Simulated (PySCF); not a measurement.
Molfile (atoms numbered from 1):
```
C3H6BCl
     RDKit          3D

 11 11  0  0  0  0  0  0  0  0999 V2000
    2.3882   -0.6105    3.1984 Cl  0  0  0  0  0  0  0  0  0  0  0  0
    2.1867   -0.3125    1.4712 B   0  0  0  0  0  0  0  0  0  0  0  0
    0.8499    0.2048    0.9260 C   0  0  0  0  0  0  0  0  0  0  0  0
   -0.0039    1.1471    1.7728 C   0  0  0  0  0  0  0  0  0  0  0  0
   -0.4594   -0.2406    1.5761 C   0  0  0  0  0  0  0  0  0  0  0  0
    3.1483   -0.5392    0.7798 H   0  0  0  0  0  0  0  0  0  0  0  0
    0.7946    0.3750   -0.1534 H   0  0  0  0  0  0  0  0  0  0  0  0
   -0.5129    1.9517    1.2361 H   0  0  0  0  0  0  0  0  0  0  0  0
    0.3934    1.4253    2.7527 H   0  0  0  0  0  0  0  0  0  0  0  0
   -1.2946   -0.4315    0.8974 H   0  0  0  0  0  0  0  0  0  0  0  0
   -0.3817   -0.9338    2.4181 H   0  0  0  0  0  0  0  0  0  0  0  0
  1  2  1  0
  2  3  1  0
  3  4  1  0
  4  5  1  0
  5  3  1  0
  2  6  1  0
  3  7  1  0
  4  8  1  0
  4  9  1  0
  5 10  1  0
  5 11  1  0
M  END
```

Geometry: PBE0-D3(BJ)/def2-SVP; GIAO shifts from PySCF, gas phase, non-relativistic, averaged over equivalent atoms.

At PBE0/cc-pVTZ (238 basis functions, 35 s wall time on 1 thread of an Arm Neoverse V1, shared host):
| atoms | δ (ppm) |
| --- | --- |
| Cl1 | 206.8 |
| B2 | 71.5 |
| C4/C5 | 15.0 |
| C3 | 13.1 |
| H6 | 7.07 |
| H9/H11 | 1.19 |
| H8/H10 | 1.06 |
| H7 | 1.02 |

Scale: HCl for ³⁵Cl (σref 952.42); ¹¹B (σref 102.75) vs BF3·OEt2; ¹³C (σref 187.29) and ¹H (σref 31.29) against TMS (reference shieldings calculated alike).

Estimate the result of repeating the calculation with LC-wPBE/pcSseg-2.

Answers


| atoms | δ at LC-wPBE/pcSseg-2 | change |
| --- | --- | --- |
| Cl1 | 194.5 | -12.3 |
| B2 | 79.3 | +7.8 |
| C4/C5 | 14.3 | -0.7 |
| C3 | 11.4 | -1.7 |
| H6 | 7.02 | -0.05 |
| H9/H11 | 1.18 | -0.01 |
| H8/H10 | 1.07 | +0.01 |
| H7 | 1.00 | -0.02 |

δ = σ(ref) − σ, references computed at the same level: HCl for ³⁵Cl (σref 944.79); ¹¹B (σref 98.95) vs BF3·OEt2; ¹³C (σref 188.30), ¹H (σref 31.32) vs TMS.

The largest change is at Cl1 (chlorine bonded to B). Cost: 271 basis functions, 79 s wall time on 1 thread of an Arm Neoverse V1, shared host.

A carbon bonded to boron is broadened by the quadrupolar boron nucleus and is often missing from a measured spectrum.
